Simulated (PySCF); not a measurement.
1-(chloromethyl)-1-methylcyclopropane (C₅H₉Cl), SMILES C(C1(CC1)C)Cl. Geometry optimised at PBE-D3(BJ)/def2-SVP. One conformer was computed; it need not be the lowest.

All values below come from PBE-D3(BJ)/def2-SVP (PySCF).

Harmonic wavenumbers (cm⁻¹): 96, 186, 222, 308, 343, 359, 433, 700, 724, 755, 854, 863, 903, 930, 943, 992, 1020, 1035, 1070, 1128, 1135, 1228, 1298, 1317, 1358, 1385, 1399, 1413, 1425, 1451, 2965, 3003, 3051, 3057, 3063, 3070, 3073, 3147, 3158. Rotational constants (GHz): 5.059, 1.778, 1.597; symmetry number 1.

Q: Work out the zero-point energy and the ideal-gas rigid-rotor harmonic-oscillator thermochemistry at 298.15 K and 1 atm.

A: ZPE = ½ Σ hcν = ½ × 54863 cm⁻¹ = 78.43 kcal/mol. H − E(el) = 83.37 kcal/mol. Entropy in cal/(mol K): translation 39.85, rotation 27.51, vibration 14.47, total 81.82. G − E(el) = 58.98 kcal/mol. Cp = 27.63 cal/(mol K). Modes under 150 cm⁻¹ make the vibrational entropy uncertain.
